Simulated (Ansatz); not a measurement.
C$_{3}$H$_{5}$ClSi (`[SiH3]C1(Cl)C=C1`). Total charge 0; spin multiplicity 1.

```xyz
10

Si    0.9708   -0.5438   -0.9959
C    -0.0086    0.0060    0.5033
Cl    0.9217   -0.5080    1.9994
C    -1.4755    0.0846    0.6289
C    -0.8467    1.2129    0.6256
H     0.2195   -0.1308   -2.2130
H     2.3069    0.1024   -0.9922
H     1.1281   -2.0195   -0.9844
H    -2.3817   -0.4897    0.7182
H    -0.8346    2.2860    0.7101
```

**Question.** Give the diagnostics of a CCSD(T)/def2-TZVPP run (frozen core, the Gaussian-basis code of Ansatz). (Estimate.)

**Answer.** The calculation gave: T1 = 0.0110, largest single amplitude 0.011, largest double 0.045, (T) share of the correlation energy 4.6 %, 9 CCSD cycles. The RHF solution is stable towards an unrestricted one. T1 lies under the customary mark of 0.02 for closed shells.
